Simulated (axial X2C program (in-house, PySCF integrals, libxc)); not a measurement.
**NaIn⁺: cheaper levels and CCSD(T), with spin–orbit coupling**

Calculated with an axial X2C code built on PySCF integrals. Two-component (2c) means X2C with spin–orbit coupling and atomic mean-field two-electron Coulomb and Gaunt terms. Basis: In dyall-cv3z [11s12p9d4f1g], Na dyall-cv3z [9s8p5d2f] (cores contracted in-house); Gaussian nuclei, density fitting, unrestricted open shells. Masses: In 114.904 u, Na 22.990 u.

State: Ω = 1/2 (⟨Sz⟩ = 0.48, ⟨Lz⟩ = 0.02 at HF); fragments In + Na+.

```csv
level,Re (Å),ωe (cm⁻¹)
PBE0,3.520,97.8
HF,3.578,100.9
MP2,3.563,101.2
CCSD,3.554,103.0
PBE50,3.476,104.7
```

Correlated methods: 3 electrons correlated (number of frozen shells: In 4 s, 3 p, 2 d; Na 2 s, 1 p), 283 virtual spin orbitals or spinors in MP2, 47 natural virtuals in coupled cluster.

CCSD(T), same Hamiltonian and basis:

Re = 3.553 Å, ωe = 103.0 cm⁻¹; T1 = 0.019 (Lee–Taylor normalisation).

(1) Give the differences from CCSD(T) in the columns below.

One determinant describes the state; a PBE0 search over occupations chose it and may have missed a lower one. De is not given where an atomic determinant may have missed its ground term or J level, or where the truncated virtual space spoils (T). Density functionals use the spin component along the axis (collinear). Coupled cluster ran in a truncated set of natural virtual spinors; the MP2 energy of the rest was added. (T) has no such correction and the atoms are truncated less, which lowers De at CCSD(T) by a hundredth of an eV or more. The functionals have no current-density term, which raises determinants with orbital currents, atoms included. With the outer-core shells frozen, correlated bond lengths of heavy atoms tend to come out a few hundredths of an ångström too long.

## Answers

(1) 

```csv
level,ΔRe (Å),Δωe (cm⁻¹)
PBE0,-0.033,-5.2
HF,0.025,-2.1
MP2,0.010,-1.8
CCSD,0.001,0.0
PBE50,-0.077,1.7
```
